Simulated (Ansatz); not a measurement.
```yaml
crystal:
  periodic: [false, false, false]
  atoms:
    - {symbol: O, position_ang: [-1.428357, 0.310171, -1.273013]}
    - {symbol: Al, position_ang: [-0.242543, 1.024654, -0.988926]}
    - {symbol: N, position_ang: [0.526324, 0.372652, 0.318765]}
    - {symbol: Si, position_ang: [0.611150, -1.172843, 1.071859]}
    - {symbol: H, position_ang: [-2.455264, 0.849470, -1.898348]}
    - {symbol: H, position_ang: [0.014527, 2.642458, -1.532982]}
    - {symbol: H, position_ang: [1.658148, 0.849063, 0.715383]}
    - {symbol: H, position_ang: [-0.535813, -2.166905, 0.659811]}
    - {symbol: H, position_ang: [0.326921, -1.032562, 2.484017]}
    - {symbol: H, position_ang: [1.798772, -2.271851, 0.604242]}
basis:
  gaussian: {orbitals: 6-31G, point_charges: [{charge: 2.00, position_ang: [6.744, -0.576, 0.515]}]}
hamiltonian: {xc: {name: wPBEh}}
relax: {f_tol: 0.001, max_steps: 3}
```

```sh
$ ansatz run in.yaml --threads 2 --pin off --events-out ev --progress --plain --max-ram 4352MiB
```

**Question.** How does Ansatz answer? (Best estimate.)

**Answer.** Ansatz gave: No converged result was reached.
```
Functional definition: wPBEh
739 factors; integrals over basis functions are off by at most 1.9e-4 eV
135 factors; integrals over basis functions are off by at most 1.8e-7 eV
mean field evaluation 1: about -18078.3223 eV, gradient 8.3e1 eV
mean field evaluation 2: about -18010.4766 eV, gradient 1.8e2 eV
mean field evaluation 4: about -18091.7454 eV, gradient 1.7e1 eV
mean field evaluation 8: about -18092.4036 eV, gradient 3.2e-1 eV
mean field evaluation 16: about -18092.4040 eV, gradient 1.5e-5 eV
mean field -18092.40397289 eV, -664.8835825319 hartree, gradient 1.5e-5 eV, S^2 0.000000; 0 other end points of the search recorded, 0 dependent functions left out
reference -18092.40402056 eV, -664.8835842836 hartree; 24, 24 occupied and 32, 32 virtual orbitals, 739 factors
relax step   1: F+E_penalty+E_count = -18092.40397289 eV  Δ(F+E_penalty+E_count) = +0.000e0 eV  max|allowed force component| = 2.150e1 eV/Å  Δτ_max = 0.0000 Å  (26 SCF iters, accepted)
739 factors; integrals over basis functions are off by at most 1.7e-4 eV
135 factors; integrals over basis functions are off by at most 1.8e-7 eV
mean field -18097.85558295 eV, -665.0839255063 hartree, gradient 8.4e-6 eV, S^2 0.000000; 0 other end points of the search recorded, 0 dependent functions left out
reference -18097.85563138 eV, -665.0839272860 hartree; 24, 24 occupied and 32, 32 virtual orbitals, 739 factors
relax step   2: F+E_penalty+E_count = -18097.85558295 eV  Δ(F+E_penalty+E_count) = -5.452e0 eV  max|allowed force component| = 9.168e0 eV/Å  Δτ_max = 0.1916 Å  (32 SCF iters, accepted)
739 factors; integrals over basis functions are off by at most 2.4e-4 eV
135 factors; integrals over basis functions are off by at most 1.8e-7 eV
mean field -18098.27923168 eV, -665.0994943098 hartree, gradient 8.6e-6 eV, S^2 0.000000; 0 other end points of the search recorded, 0 dependent functions left out
reference -18098.27928017 eV, -665.0994960919 hartree; 24, 24 occupied and 32, 32 virtual orbitals, 739 factors
relax step   3: F+E_penalty+E_count = -18098.27923168 eV  Δ(F+E_penalty+E_count) = -4.236e-1 eV  max|allowed force component| = 8.196e0 eV/Å  Δτ_max = 0.1918 Å  (33 SCF iters, accepted)
Error: geometry relaxation did not converge after 3 steps: max|allowed force component| = 8.20e0 eV/Å (threshold 1.0e-3). Raise `relax.max_steps` over both its present limit and 3, loosen `relax.f_tol`, or start from a geometry closer to equilibrium. Where this run's directory can be resumed (`checkpoint.write`), a resume goes on for up to `relax.max_steps` more
```
